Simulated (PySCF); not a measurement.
Input of a run (PBE0-D3(BJ)/def2-SVP geometry optimisation, gas phase (PySCF 2.14.0)), started from GFN2-xTB:
```
{"job": {"xc": "PBE0", "basis": "def2-SVP", "d3": "d3bj", "grid": 1, "kind": "geom"}, "charge": 0, "multiplicity": 1}
C     -2.904455     0.107602    -0.927300
C     -1.490896    -0.341512    -0.579096
C     -1.094870     0.087244     0.831919
C      0.318207    -0.374019     1.191407
C      1.353199     0.348010     0.360444
O      1.368167     1.528652     0.134697
O      2.284187    -0.505009    -0.088774
C      3.333856     0.046427    -0.872102
H     -3.624250    -0.322219    -0.233754
H     -3.168720    -0.207010    -1.934125
H     -2.982407     1.191088    -0.874163
H     -0.788193     0.090509    -1.294732
H     -1.423651    -1.429214    -0.660651
H     -1.802292    -0.329045     1.551933
H     -1.135085     1.175567     0.902856
H      0.523825    -0.140526     2.238835
H      0.436371    -1.447679     1.044423
H      4.152857    -0.668045    -0.840324
H      2.996390     0.189376    -1.900794
H      3.642612     1.010482    -0.463432
```

Output (energies in Eh, forces in Eh/bohr):
```
step   0  E = -385.61317063  max force = 0.012555
step   1  E = -385.61511820  max force = 0.002492
step   2  E = -385.61518451  max force = 0.001316
step   3  E = -385.61523092  max force = 0.002261
step   4  E = -385.61532956  max force = 0.002368
step   5  E = -385.61550497  max force = 0.001744
step   6  E = -385.61556087  max force = 0.001454
step   7  E = -385.61554784  max force = 0.000864
step   8  E = -385.61558079  max force = 0.000378
step   9  E = -385.61558904  max force = 0.000293
optimisation converged
```

Question: Summarise the run.

Answer: The energy falls by 0.066 eV over 10 energy and gradient evaluations, the largest force component goes from 0.0126 to 2.9e-04 Eh/bohr, and the atoms move by 0.290 Å rms after alignment. Among the bonds, C1–H9, C1–H10 and C1–H11 change most and about equally (+0.013 to +0.014 Å). Bonds longer at the end by more than 0.005 Å: 12 of 19; shorter: 2. Among the angles that change most is H16–C4–H17, from 108.6° to 105.5°. Among the dihedrals that turn most is H16–C4–C5–O7, from 104° to 73°. The energy rose by more than 1e-6 Eh at step 7. The first step brought 81 % of the lowering.

Question: What are the final bond lengths?

Answer: C1–C2 1.520 Å, C2–C3 1.524 Å, C3–C4 1.519 Å, C4–C5 1.507 Å, C5=O6 1.204 Å, C5–O7 1.339 Å, O7–C8 1.416 Å, C1–H9 1.102 Å, C1–H10 1.101 Å, C1–H11 1.102 Å, C2–H12 1.103 Å, C2–H13 1.105 Å, C3–H14 1.103 Å, C3–H15 1.103 Å, C4–H16 1.104 Å, C4–H17 1.102 Å, C8–H18 1.096 Å, C8–H19 1.100 Å, C8–H20 1.101 Å. Numbering counts from 1 in the input's order; the species is `CCCCC(=O)OC`.

The run used 172 basis functions and 70 SCF cycles in all.

Not checked by PBE0-D3(BJ)/def2-SVP frequencies. One conformer, not necessarily the lowest.
